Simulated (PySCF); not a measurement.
**Working with the constants of HI**

RHF-CCSD(T) constants of HI, ¹Σ⁺ (singlet), closed shell (basis H def2-TZVP, I def2-TZVP with ECP28; scalar-relativistic core potentials; PySCF 2.14; masses 1.0078 and 126.9045 u):

```
ωe              : 2338.0 cm⁻¹
ωexe            : 41.0 cm⁻¹
Be              : 6.5265 cm⁻¹
αe              : 0.172 cm⁻¹
D (centrifugal) : 0.000203 cm⁻¹
De to H + I     : 3.29 eV
```

Question: Give the band origin of the fundamental and the first lines of its P and R branches.

Answer: ν0 = ωe − 2ωexe = 2256.0 cm⁻¹, B0 = 6.4405, B1 = 6.2685 cm⁻¹.

| J″ | P(J″) − ν0 | R(J″) − ν0 |
| --- | --- | --- |
| 0 |  | 12.536 |
| 1 | -12.880 | 24.724 |
| 2 | -26.100 | 36.557 |
| 3 | -39.653 | 48.032 |
| 4 | -53.536 | 59.143 |
| 5 | -67.743 | 69.887 |
| 6 | -82.271 | 80.256 |

Question: Near which J would the R branch turn back, without centrifugal distortion?

Answer: At J ≈ (B0 + B1)/(2(B0 − B1)) − 1 ≈ 36.

Measured values (Huber and Herzberg, Constants of Diatomic Molecules (1979)): ωe = 2309.014 cm⁻¹, ωexe = 39.6435 cm⁻¹, αe = 0.16886 cm⁻¹.

Correlated steps freeze 4 core orbitals. These are scalar-relativistic numbers at best; spin–orbit coupling would shift them, the dissociation energy most. Where the molecule has an RHF reference, its open-shell atoms are computed with UHF.
